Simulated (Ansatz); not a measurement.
## Molecular dynamics of AlF2H4NO

The input (input.yaml):

```yaml
crystal:
  periodic: [false, false, false]
  atoms:
    - { symbol: Al, position_ang: [0.069313, 0.362055, 0.058882] }
    - { symbol: O, position_ang: [-0.204945, -0.011923, 1.867205] }
    - { symbol: H, position_ang: [-0.979737, -0.416191, 2.237104] }
    - { symbol: F, position_ang: [1.482713, -0.230255, -0.521519] }
    - { symbol: F, position_ang: [-1.305803, 0.059166, -0.788029] }
    - { symbol: "N", position_ang: [0.139929, 2.086678, 0.85765] }
    - { symbol: H, position_ang: [1.014877, 2.568651, 0.947185] }
    - { symbol: H, position_ang: [-0.570689, 2.761514, 0.644412] }
    - { symbol: H, position_ang: [-0.148258, 1.145806, 1.836411] }
basis:
  gaussian: { orbitals: "6-31G*" }
hamiltonian:
  xc: hf
md:
  timestep: 0.5
  n_steps: 200
  ensemble: nve
  temperature: 300.0
  initial_velocities: maxwell_boltzmann
  seed: 9111
```

Run as:

```bash
$ ansatz run input.yaml --threads 1 --pin off --max-ram 2048MiB --backend cpu --events-out ev --progress --plain --runs-dir out
```

It starts at the highest image of a converged band, a first-order saddle point between two minima.

Output, in part (one step line in 4, the closing report, with atoms numbered from 0):

```
md step     0: t =     0.00 fs  T =   300.0 K  F+E_penalty+E_count = -15581.82371733 eV  E_kin = 0.271446 eV  conserved = -15581.55227133 eV  (33 SCF iters)
md step     4: t =     2.00 fs  T =   164.8 K  F+E_penalty+E_count = -15581.69751815 eV  E_kin = 0.149126 eV  conserved = -15581.54839254 eV  (25 SCF iters)
md step     8: t =     4.00 fs  T =   237.0 K  F+E_penalty+E_count = -15581.76562645 eV  E_kin = 0.214399 eV  conserved = -15581.55122729 eV  (32 SCF iters)
md step    12: t =     6.00 fs  T =   187.9 K  F+E_penalty+E_count = -15581.71833121 eV  E_kin = 0.169983 eV  conserved = -15581.54834824 eV  (32 SCF iters)
md step    16: t =     8.00 fs  T =   505.9 K  F+E_penalty+E_count = -15582.00836134 eV  E_kin = 0.457752 eV  conserved = -15581.55060967 eV  (31 SCF iters)
md step    20: t =    10.00 fs  T =   841.6 K  F+E_penalty+E_count = -15582.31646930 eV  E_kin = 0.761507 eV  conserved = -15581.55496202 eV  (30 SCF iters)
md step    24: t =    12.00 fs  T =   752.5 K  F+E_penalty+E_count = -15582.22746986 eV  E_kin = 0.680915 eV  conserved = -15581.54655451 eV  (31 SCF iters)
md step    28: t =    14.00 fs  T =  1090.8 K  F+E_penalty+E_count = -15582.54244275 eV  E_kin = 0.986967 eV  conserved = -15581.55547564 eV  (32 SCF iters)
md step    32: t =    16.00 fs  T =   889.1 K  F+E_penalty+E_count = -15582.35294982 eV  E_kin = 0.804438 eV  conserved = -15581.54851137 eV  (33 SCF iters)
md step    36: t =    18.00 fs  T =  1322.2 K  F+E_penalty+E_count = -15582.74787505 eV  E_kin = 1.196373 eV  conserved = -15581.55150239 eV  (32 SCF iters)
md step    40: t =    20.00 fs  T =  1459.3 K  F+E_penalty+E_count = -15582.87846995 eV  E_kin = 1.320443 eV  conserved = -15581.55802725 eV  (30 SCF iters)
md step    44: t =    22.00 fs  T =  1366.2 K  F+E_penalty+E_count = -15582.79190131 eV  E_kin = 1.236141 eV  conserved = -15581.55576044 eV  (32 SCF iters)
md step    48: t =    24.00 fs  T =  1249.1 K  F+E_penalty+E_count = -15582.68176375 eV  E_kin = 1.130205 eV  conserved = -15581.55155864 eV  (31 SCF iters)
md step    52: t =    26.00 fs  T =   982.0 K  F+E_penalty+E_count = -15582.43713502 eV  E_kin = 0.888549 eV  conserved = -15581.54858639 eV  (31 SCF iters)
md step    56: t =    28.00 fs  T =  1352.6 K  F+E_penalty+E_count = -15582.78170821 eV  E_kin = 1.223854 eV  conserved = -15581.55785428 eV  (31 SCF iters)
md step    60: t =    30.00 fs  T =   964.7 K  F+E_penalty+E_count = -15582.41617636 eV  E_kin = 0.872920 eV  conserved = -15581.54325617 eV  (32 SCF iters)
md step    64: t =    32.00 fs  T =  1397.4 K  F+E_penalty+E_count = -15582.82353162 eV  E_kin = 1.264423 eV  conserved = -15581.55910822 eV  (33 SCF iters)
md step    68: t =    34.00 fs  T =  1046.5 K  F+E_penalty+E_count = -15582.49465870 eV  E_kin = 0.946886 eV  conserved = -15581.54777252 eV  (31 SCF iters)
md step    72: t =    36.00 fs  T =  1404.2 K  F+E_penalty+E_count = -15582.82369292 eV  E_kin = 1.270586 eV  conserved = -15581.55310644 eV  (31 SCF iters)
md step    76: t =    38.00 fs  T =  1368.8 K  F+E_penalty+E_count = -15582.79343186 eV  E_kin = 1.238530 eV  conserved = -15581.55490168 eV  (32 SCF iters)
md step    80: t =    40.00 fs  T =  1375.4 K  F+E_penalty+E_count = -15582.80149832 eV  E_kin = 1.244506 eV  conserved = -15581.55699272 eV  (32 SCF iters)
md step    84: t =    42.00 fs  T =  1077.2 K  F+E_penalty+E_count = -15582.52326180 eV  E_kin = 0.974636 eV  conserved = -15581.54862549 eV  (32 SCF iters)
md step    88: t =    44.00 fs  T =   996.6 K  F+E_penalty+E_count = -15582.45345282 eV  E_kin = 0.901752 eV  conserved = -15581.55170097 eV  (33 SCF iters)
md step    92: t =    46.00 fs  T =  1178.0 K  F+E_penalty+E_count = -15582.62074934 eV  E_kin = 1.065914 eV  conserved = -15581.55483528 eV  (33 SCF iters)
md step    96: t =    48.00 fs  T =   948.8 K  F+E_penalty+E_count = -15582.40512658 eV  E_kin = 0.858483 eV  conserved = -15581.54664392 eV  (33 SCF iters)
md step   100: t =    50.00 fs  T =  1156.2 K  F+E_penalty+E_count = -15582.60368552 eV  E_kin = 1.046112 eV  conserved = -15581.55757374 eV  (32 SCF iters)
md step   104: t =    52.00 fs  T =   830.6 K  F+E_penalty+E_count = -15582.30153430 eV  E_kin = 0.751527 eV  conserved = -15581.55000772 eV  (33 SCF iters)
md step   108: t =    54.00 fs  T =  1036.2 K  F+E_penalty+E_count = -15582.48883077 eV  E_kin = 0.937550 eV  conserved = -15581.55128058 eV  (33 SCF iters)
md step   112: t =    56.00 fs  T =  1172.9 K  F+E_penalty+E_count = -15582.61571013 eV  E_kin = 1.061246 eV  conserved = -15581.55446395 eV  (32 SCF iters)
md step   116: t =    58.00 fs  T =  1303.3 K  F+E_penalty+E_count = -15582.73530624 eV  E_kin = 1.179226 eV  conserved = -15581.55607999 eV  (31 SCF iters)
md step   120: t =    60.00 fs  T =  1084.2 K  F+E_penalty+E_count = -15582.53144661 eV  E_kin = 0.980970 eV  conserved = -15581.55047657 eV  (31 SCF iters)
md step   124: t =    62.00 fs  T =   894.0 K  F+E_penalty+E_count = -15582.35949715 eV  E_kin = 0.808900 eV  conserved = -15581.55059673 eV  (32 SCF iters)
md step   128: t =    64.00 fs  T =  1091.6 K  F+E_penalty+E_count = -15582.54200976 eV  E_kin = 0.987743 eV  conserved = -15581.55426688 eV  (31 SCF iters)
md step   132: t =    66.00 fs  T =  1024.4 K  F+E_penalty+E_count = -15582.47392492 eV  E_kin = 0.926874 eV  conserved = -15581.54705120 eV  (31 SCF iters)
md step   136: t =    68.00 fs  T =  1353.0 K  F+E_penalty+E_count = -15582.78150331 eV  E_kin = 1.224229 eV  conserved = -15581.55727406 eV  (31 SCF iters)
md step   140: t =    70.00 fs  T =  1137.3 K  F+E_penalty+E_count = -15582.57892097 eV  E_kin = 1.029032 eV  conserved = -15581.54988878 eV  (32 SCF iters)
md step   144: t =    72.00 fs  T =  1296.1 K  F+E_penalty+E_count = -15582.72606503 eV  E_kin = 1.172772 eV  conserved = -15581.55329253 eV  (32 SCF iters)
md step   148: t =    74.00 fs  T =  1084.7 K  F+E_penalty+E_count = -15582.53272753 eV  E_kin = 0.981493 eV  conserved = -15581.55123488 eV  (32 SCF iters)
md step   152: t =    76.00 fs  T =  1173.0 K  F+E_penalty+E_count = -15582.61958744 eV  E_kin = 1.061337 eV  conserved = -15581.55825069 eV  (32 SCF iters)
md step   156: t =    78.00 fs  T =   717.8 K  F+E_penalty+E_count = -15582.19590266 eV  E_kin = 0.649444 eV  conserved = -15581.54645914 eV  (33 SCF iters)
md step   160: t =    80.00 fs  T =   934.0 K  F+E_penalty+E_count = -15582.39979838 eV  E_kin = 0.845070 eV  conserved = -15581.55472827 eV  (32 SCF iters)
md step   164: t =    82.00 fs  T =   882.1 K  F+E_penalty+E_count = -15582.35109788 eV  E_kin = 0.798129 eV  conserved = -15581.55296907 eV  (32 SCF iters)
md step   168: t =    84.00 fs  T =   796.8 K  F+E_penalty+E_count = -15582.27056468 eV  E_kin = 0.720931 eV  conserved = -15581.54963325 eV  (33 SCF iters)
md step   172: t =    86.00 fs  T =   947.5 K  F+E_penalty+E_count = -15582.41317170 eV  E_kin = 0.857286 eV  conserved = -15581.55588598 eV  (32 SCF iters)
md step   176: t =    88.00 fs  T =   749.8 K  F+E_penalty+E_count = -15582.22820027 eV  E_kin = 0.678406 eV  conserved = -15581.54979422 eV  (33 SCF iters)
md step   180: t =    90.00 fs  T =  1125.3 K  F+E_penalty+E_count = -15582.57170447 eV  E_kin = 1.018160 eV  conserved = -15581.55354450 eV  (31 SCF iters)
md step   184: t =    92.00 fs  T =  1086.0 K  F+E_penalty+E_count = -15582.53353697 eV  E_kin = 0.982648 eV  conserved = -15581.55088901 eV  (31 SCF iters)
md step   188: t =    94.00 fs  T =  1161.5 K  F+E_penalty+E_count = -15582.60705239 eV  E_kin = 1.050987 eV  conserved = -15581.55606526 eV  (32 SCF iters)
md step   192: t =    96.00 fs  T =   670.8 K  F+E_penalty+E_count = -15582.15445508 eV  E_kin = 0.606945 eV  conserved = -15581.54751001 eV  (31 SCF iters)
md step   196: t =    98.00 fs  T =   805.8 K  F+E_penalty+E_count = -15582.28319656 eV  E_kin = 0.729079 eV  conserved = -15581.55411737 eV  (31 SCF iters)
md step   200: t =   100.00 fs  T =   764.2 K  F+E_penalty+E_count = -15582.24356050 eV  E_kin = 0.691433 eV  conserved = -15581.55212778 eV  (33 SCF iters)
Total energy: -15582.24356050 eV, -572.6368888242 hartree
Atom 0 at    -0.036247     0.209999     0.370931 Å, force     1.255327     1.268322    -4.037387 eV/Å
Atom 1 at    -0.296329    -0.745847     1.672575 Å, force    -0.579364    -0.452734     1.928009 eV/Å
Atom 2 at     0.233840    -0.838257     2.447434 Å, force    -0.004264    -0.165375    -0.124598 eV/Å
Atom 3 at     1.576817     0.061035    -0.225723 Å, force    -1.312769    -0.264417     0.285310 eV/Å
Atom 4 at    -1.350365     0.454659    -0.697575 Å, force     0.801819    -0.822556     0.764430 eV/Å
Atom 5 at     0.256425     2.251622     0.165235 Å, force    -0.115336    -1.299773    -3.933423 eV/Å
Atom 6 at     1.267220     2.339712    -0.111817 Å, force    -2.191533     0.270644     0.849397 eV/Å
Atom 7 at    -0.446647     2.494573    -0.635722 Å, force     2.320367    -0.485689     2.722924 eV/Å
Atom 8 at    -0.014773     2.546486     1.043433 Å, force    -0.174247     1.951578     1.545339 eV/Å
Dipole moment:     0.229063     1.025699     0.497520 e Å
```

All steps were run. The conserved energy stayed within 1.1 meV per atom of its start (net change 0.016 meV per atom), so the integration is sound. The kinetic energy rose, since the run started high on the potential surface and went downhill. A run of 0.1 ps of so small a system gives no equilibrium averages. The orbitals stay closed-shell, which can raise the energy where a bond breaks towards radicals; this wasn't checked here.

Between its relaxed ends the band would form O2–H9 and break N6–H9. These pairs go: O2–H9 1.16 → 3.36 Å, N6–H9 1.39 → 0.97 Å. In the last frame they stand as before the step (other bonds may differ from the relaxed reactants and products). It ends as one piece, AlF2H4NO. Pairs count as bonded within 1.25 times the sum of covalent radii (0.12 Å more for H–H).

Last frame:

```xyz
9
Properties=species:S:1:pos:R:3
Al -0.036 0.210 0.371
O -0.296 -0.746 1.673
H 0.234 -0.838 2.447
F 1.577 0.061 -0.226
F -1.350 0.455 -0.698
N 0.256 2.252 0.165
H 1.267 2.340 -0.112
H -0.447 2.495 -0.636
H -0.015 2.546 1.043
```

Time of the run: 5.6 min on 1 thread of Arm Neoverse V1, with other jobs on the host, peak memory 0.15 GiB.
